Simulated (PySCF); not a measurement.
**Spin-rotation constants: SMILES C(/N=C/C(=C)[SiH3])=O, C$_{4}$H$_{7}$NOSi**

Cartesian coordinates in Å; atom numbers follow the order of the lines, from 1:
```xyz
14

C    -1.0729   -1.4058   -0.1668
C    -0.7322   -0.1202   -0.0556
Si   -1.9511    1.3094   -0.3138
C     0.6342    0.2422    0.2869
N     1.6022   -0.5459    0.1314
C     2.9329   -0.5419    0.2708
O     3.7432   -0.1270   -0.5170
H    -0.3593   -2.1950    0.0144
H    -2.0736   -1.7060   -0.4274
H    -1.4770    2.1381   -1.4221
H    -3.2638    0.7370   -0.6028
H    -1.9887    2.0977    0.9212
H     0.7799    1.2498    0.6907
H     3.2256   -1.1329    1.1680
```

Computed with GIAO HF/pcSseg-1 magnetisability, rotational g tensor and spin-rotation constants, non-relativistic, gas phase in PySCF 2.14.0. Geometry: GFN2-xTB.

Task: Give the nuclear spin-rotation constants along the inertial axes (H = +C I·J) beside the isotropic shieldings.

Result: Rotational constants 5.5808, 0.9245, 0.8257 GHz. A star marks the isotopologue with that one atom substituted, in its own axes.
```tsv
atom	isotope	Caa (kHz)	Cbb (kHz)	Ccc (kHz)	mean (kHz)	σ (ppm)
N5	14N	1.763	0.151	0.082	0.665	-113.0
H8	1H	0.206	-0.025	-0.091	0.030	24.6
H9	1H	0.247	-0.054	-0.086	0.035	25.5
H10	1H	-0.511	-0.027	-0.026	-0.188	28.0
H11	1H	-0.017	-0.052	-0.078	-0.049	28.1
H12	1H	-0.492	-0.068	0.008	-0.184	28.0
H13	1H	-0.460	0.043	-0.056	-0.158	24.4
H14	1H	-0.200	-0.040	0.005	-0.078	23.2
C1	13C*	2.843	0.315	0.115	1.091	41.4
C2	13C*	2.817	0.296	0.099	1.071	55.1
Si3	29Si*	-2.678	-0.463	-0.441	-1.194	452.4
C4	13C*	2.334	0.344	0.184	0.954	38.9
C6	13C*	2.596	0.252	0.282	1.043	22.6
O7	17O*	-3.656	-0.239	-0.357	-1.417	-153.8
```
For the geometry as given, no vibrational averaging.

Task: How do the rotational constants and the g tensor change when H8, H9, H10, H11, H12, H13, H14 are replaced by deuterium?

Result: Constants 4.4774, 0.8538, 0.7549 GHz; g -0.0888, -0.0185, -0.0108, against -0.1101, -0.0197, -0.0118 before.
